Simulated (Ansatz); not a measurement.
Reaction (isomerisation): `OB[SiH2][AlH2]` → `[AlH2][BH]O[SiH3]`

Gas-phase electronic energies from Ansatz, PBE0-D4/def2-TZVP geometries. CCSD(T)/CBS adds triple-zeta CCSD(T) − MP2 to the extrapolated MP2 energy (def2 sets, frozen cores). DFT in def2-TZVPP. One conformer a species, not always the lowest.

(1) Is it downhill or uphill in electronic energy at CCSD(T)/CBS, and by how much? (An estimate is asked.)

(2) What do these levels give: PBE-D4, BLYP-D4, B97M-V, PBE, BLYP, r2SCANh, CAM-B3LYP, MP2/def2-SVP, CCSD(T)/def2-SVP, HF/def2-TZVPP, CCSD(T)/def2-TZVPP, HF/CBS(def2)? (Estimate.)

Largest T1 diagnostic among the species: 0.015.

## Answers

(1) Ansatz gave: Downhill: ΔE = -12.1 kcal/mol.

(2) The calculation gave: PBE-D4 -5.1, BLYP-D4 -11.1, B97M-V -8.8, PBE -5.2, BLYP -11.1, r2SCANh -9.5, CAM-B3LYP -14.1, MP2/def2-SVP -10.3, CCSD(T)/def2-SVP -9.1, HF/def2-TZVPP -19.1, CCSD(T)/def2-TZVPP -11.8, HF/CBS(def2) -19.8 kcal/mol.

From r2SCAN to r2SCAN0 (25 % exact exchange), in def2-TZVPP and without D4, ΔE moves by −1.1 kcal/mol. At CCSD(T), def2-SVP lies +3.0 kcal/mol from the extrapolated value and def2-TZVPP +0.3 kcal/mol. In def2-TZVPP, CCSD(T) changes the Hartree–Fock value by +7.3 kcal/mol (the triples alone add +1.0 kcal/mol) and MP2 by +5.7 kcal/mol.
